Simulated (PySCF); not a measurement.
# Computed vibrations of [Yb(H2O)2]3+

[Yb(H2O)2]3+ (singlet in the valence; each metal's 4f electrons, 13 of them, lie in its core potential, out of spins and levels). PySCF 2.14.0, RKS B3LYP, Yb lcecp-1-SVP with ECP59, O def2-SVP, H def2-SVP; non-relativistic Hamiltonian with scalar-relativistic core potentials where named; density fitting; no spin-orbit coupling. Central differences of gradients.

```xyz
7

Yb    0.0000    0.0000    0.0000
O     0.0000    0.0000    2.2006
H     0.5489    0.5489    2.8288
H    -0.5489   -0.5489    2.8288
O     0.0000    0.0000   -2.2006
H     0.5489   -0.5489   -2.8288
H    -0.5489    0.5489   -2.8288
```

Run from Python with OMP_NUM_THREADS=2. Where DIIS fails, smearing, a level shift and second-order steps follow.
It took 23 s on 2 threads of Arm Neoverse V1 (shared host).

Problem. What are the harmonic wavenumbers and infrared intensities?

Solution. Modes are labelled in D2d; negative numbers are unstable modes, those under 60 cm⁻¹ near the noise; a finer grid moves soft modes by up to 10 cm⁻¹.
```csv
cm⁻¹,km/mol,symmetry
-67,–,e
-67,–,e
157,0.0,b1
435,50.9,b2
436,0.0,a1
664,62.9,e
664,62.9,e
743,426.1,e
743,426.1,e
1663,353.5,b2
1666,0.0,a1
3429,1406.8,b2
3447,0.0,a1
3448,503.9,e
3448,503.9,e
```

Problem. Is this a minimum?

Solution. No: 2 unstable; the lowest moves the atoms so:
```
Yb  -0.07 -0.02  0.00
O    0.31  0.08  0.00
H    0.42  0.10 -0.11
H    0.42  0.10  0.11
O    0.31  0.08  0.00
H    0.42  0.12  0.06
H    0.42  0.12 -0.06
```

An lcecp potential fixes the number of 4f electrons, so in runs with it no electron can move into or out of that shell.
